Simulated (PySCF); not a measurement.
```xyz
5

O      1.3078    -0.3706    -0.0377
Ga    -0.4400    -0.1103    -0.0043
F     -1.1413     1.4863     0.1151
F     -1.5383    -1.4550    -0.0895
H      1.8117     0.4496     0.0164
```

Charge 0, multiplicity 1.

Question: Give the Mulliken and meta-Löwdin atomic charges from PySCF with TPSSh-D3(BJ)/def2-TZVP // B3LYP-D3(BJ)/def2-TZVP.

Answer: 
```csv
atom,Mulliken (e),meta-Löwdin (e)
O1,-0.51,-0.68
Ga2,0.87,1.29
F3,-0.35,-0.49
F4,-0.34,-0.47
H5,0.33,0.35
```
